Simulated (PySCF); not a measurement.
SiHI3, SMILES I[SiH](I)I. Coordinates come from a PBE0-D3(BJ)/def2-SVP optimisation. The def2 effective core potentials stand for the cores of I; spin–orbit coupling is left out.

Computed equilibrium geometry at PBE0-D3(BJ)/def2-SVP (PySCF confirms it by a frequency run) as bond lengths and angles, and its point group:
point group C3v.
Atoms: Si1 I2 I3 I4 H5. Bond lengths (Å): Si1–I2 2.437, Si1–I3 2.437, Si1–I4 2.437, Si1–H5 1.484. Bond angles (°): I2–Si1–I3 110.6, I2–Si1–I4 110.6, I2–Si1–H5 108.3, I3–Si1–I4 110.6, I3–Si1–H5 108.3, I4–Si1–H5 108.3.
